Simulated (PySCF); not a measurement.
# Continuum solvent and chemical shifts

Numbering as in the mapped SMILES `[CH3:1][CH2:2]/[CH:3]=[CH:4]/[C:5]([NH2:6])=[O:7]` (H(Xn): hydrogen on atom n). Ha(N6) is cis to the C=O or C=S heteroatom; Hb(N6) is trans to the C=O or C=S heteroatom.

GIAO PBE0/pcSseg-1 in PySCF 2.14 on one PBE0-D3(BJ)/def2-SVP conformer, non-relativistic, equivalent nuclei averaged. Solvents enter as an IEF-PCM continuum (chloroform with ε = 4.7, dichloromethane with ε = 8.9) around the gas-phase geometry. Shifts are referred to TMS computed in the same medium.

Gas phase, δ in ppm: C5 163.9, C3 159.2, C4 126.7, C2 30.4, C1 15.7, H(C3) 7.24, H(C4) 5.47, Hb(N6) 4.42, Ha(N6) 4.21, H(C2) 2.12, H(C1) 1.07. Dipole moment 3.60 D.

Question: How does each δ change in the continuum?

Answer: 
```json
{"atoms": "C5", "environment": "amide carbonyl carbon", "Δδ, chloroform": "+3.4", "Δδ, dichloromethane": "+4.1"}
{"atoms": "C3", "environment": "β carbon of a C=C–C=O unit", "Δδ, chloroform": "+1.7", "Δδ, dichloromethane": "+1.8"}
{"atoms": "C4", "environment": "α carbon of a C=C–C=O unit", "Δδ, chloroform": "+1.5", "Δδ, dichloromethane": "+1.9"}
{"atoms": "C2", "environment": "allylic sp3 CH2", "Δδ, chloroform": "+0.3", "Δδ, dichloromethane": "+0.4"}
{"atoms": "C1", "environment": "methyl carbon", "Δδ, chloroform": "+0.3", "Δδ, dichloromethane": "+0.4"}
{"atoms": "H(C3)", "environment": "hydrogen on a β carbon of a C=C–C=O unit", "Δδ, chloroform": "-0.06", "Δδ, dichloromethane": "-0.09"}
{"atoms": "H(C4)", "environment": "hydrogen on an α carbon of a C=C–C=O unit", "Δδ, chloroform": "+0.29", "Δδ, dichloromethane": "+0.37"}
{"atoms": "Hb(N6)", "environment": "hydrogen on an amide-type nitrogen", "Δδ, chloroform": "+0.69", "Δδ, dichloromethane": "+0.84"}
{"atoms": "Ha(N6)", "environment": "hydrogen on an amide-type nitrogen", "Δδ, chloroform": "+0.47", "Δδ, dichloromethane": "+0.55"}
{"atoms": "H(C2)", "environment": "hydrogen on an allylic sp3 CH2", "Δδ, chloroform": "+0.09", "Δδ, dichloromethane": "+0.11"}
{"atoms": "H(C1)", "environment": "hydrogen on a methyl carbon", "Δδ, chloroform": "+0.01", "Δδ, dichloromethane": "+0.01"}
```

Changes are relative to the gas phase. The dipole moment becomes 4.42 D in chloroform, 4.60 D in dichloromethane.

Question: Which of the listed nuclei move most (in ppm), and what does the model miss? (N and O are left out, as their reference compounds move with the solvent too.)

Answer: C5 (amide carbonyl carbon, +4.1 ppm) in dichloromethane. A continuum only polarises the solute; specific hydrogen bonds, the anisotropy of aromatic solvents and changes of geometry or conformer are outside it.
